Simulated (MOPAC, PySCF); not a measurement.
CH$_{4}$S$_{2}$, SMILES `S(C)S` (C–S–S–H torsion 88°), neutral singlet in the gas phase. 

Cartesian coordinates (Å):
```xyz
7

C     -0.9715    -0.0947    -0.0598
S      0.4334    -0.6487     0.9435
S      2.0425    -0.2758    -0.2602
H     -1.8661    -0.3500     0.5132
H     -0.9399     0.9832    -0.2160
H     -0.9922    -0.6178    -1.0148
H      2.2937     1.0038     0.0942
```
Charge 0, spin multiplicity 1.

All levels are single points at this geometry (r2SCAN-D4/def2-TZVP); Pople sets use spherical d functions. Orbital energies aren't observables, and empty levels follow the basis.

| level | HOMO (eV) | LUMO (eV) | gap (eV) | dipole (D) | vertical IE, Delta-SCF (eV) |
|---|---|---|---|---|---|
| r2SCAN-D4/def2-TZVP in PySCF | -5.96 | -1.32 | 4.64 | 1.84 | 9.09 |
| B3LYP/LANL2DZ in PySCF | -6.81 | -0.84 | 5.96 | 2.41 | – |
| HF/3-21G in PySCF | -10.12 | 3.04 | 13.16 | 2.51 | – |
| HF/6-31G* in PySCF | -9.85 | 3.31 | 13.16 | 2.09 | 8.45 |
| AM1 in MOPAC | -9.34 | -1.77 | 7.57 | 2.21 | – |
| PM6 in MOPAC | -9.15 | -1.09 | 8.06 | 1.88 | – |
